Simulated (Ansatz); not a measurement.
The cluster B6Sb6. Charge 0, multiplicity 1. Geometry r2SCAN-D4/def2-SVP.

```xyz
12

B    -0.015    0.286   -0.482
B     0.535    1.172    0.892
B    -1.274   -0.796   -0.569
B     1.632    0.677   -0.599
B    -0.796   -0.028    1.036
B     1.415   -0.862   -0.873
Sb    2.401    0.033    1.540
Sb    0.593    2.698   -0.782
Sb   -2.985    0.217    0.610
Sb   -1.830    1.147   -1.855
Sb    0.249   -1.882    1.958
Sb    0.074   -2.662   -0.876
```

In the def2 sets Sb takes a core potential, while STO-3G treats all electrons; there is no spin–orbit coupling. The structure comes from a short search, and lower isomers may exist.

(1) Estimate the orbital energies around the gap (eV) in Ansatz with HF/STO-3G, PBE-D4/def2-SVP, r2SCAN-D4/def2-SVP, PBE0-D4/def2-SVP.

## Answers

(1) 
| orbital | HF/STO-3G | PBE-D4/def2-SVP | r2SCAN-D4/def2-SVP | PBE0-D4/def2-SVP |
| --- | --- | --- | --- | --- |
| HOMO−5 | -6.50 | -6.08 | -6.37 | -7.02 |
| HOMO−4 | -5.88 | -5.71 | -5.97 | -6.55 |
| HOMO−3 | -5.75 | -5.60 | -5.87 | -6.42 |
| HOMO−2 | -5.64 | -5.44 | -5.69 | -6.27 |
| HOMO−1 | -5.44 | -5.16 | -5.40 | -5.99 |
| HOMO | -5.10 | -5.01 | -5.24 | -5.87 |
| LUMO | 2.62 | -3.26 | -3.32 | -2.77 |
| LUMO+1 | 4.19 | -2.87 | -2.87 | -2.27 |
| LUMO+2 | 4.45 | -2.64 | -2.63 | -2.06 |
| LUMO+3 | 4.91 | -2.47 | -2.45 | -1.86 |
| LUMO+4 | 5.26 | -2.26 | -2.21 | -1.64 |
| LUMO+5 | 6.24 | -1.79 | -1.72 | -1.13 |
